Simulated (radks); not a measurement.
Results of a calculation; reference values are marked as such.
Neutral argon inside a hard spherical wall (all orbitals vanish at R), configuration held at [Ar] and not refilled when levels cross. Code: a radial shooting solver on a logarithmic mesh with Libxc functionals. Model: scalar-relativistic Kohn-Sham, PBE, spin-polarised, spherical densities, point nucleus. Eigenvalues in eV for spin up, with the zero of energy where the potential of the charges vanishes at infinity; a dash marks a level that is unbound or too diffuse for the functional's potential to be trusted. A positive occupied level is held by the wall or, in an anion where self-interaction has pushed it up, behind a barrier. The pressure on the wall is -dE/dV.

R (bohr)  E (hartree)  kinetic (hartree)    e(2s)    e(2p)    e(3s)    e(3p)  e(4s, empty)  e(4p, empty)  pressure (GPa)
free       -529.22987            531.989  -296.99  -229.89  -24.287  -10.270             -             -               0
15         -529.22987            531.989  -296.99  -229.89  -24.287  -10.270             -             -        < 0.0001
10         -529.22987            531.989  -296.99  -229.89  -24.287  -10.270         0.103         1.761        0.000120
7          -529.22931            531.995  -296.95  -229.84  -24.251  -10.235         1.620         4.431          0.0467
5          -529.21138            532.132  -296.19  -229.08  -23.699   -9.667         7.010        12.032            3.06
2.5        -527.12506            540.978  -272.28  -204.75   -6.261   10.044        85.288        97.085            1670
2          -522.91368            554.647  -247.80  -179.57   17.131   35.802        172.21        183.17            8490
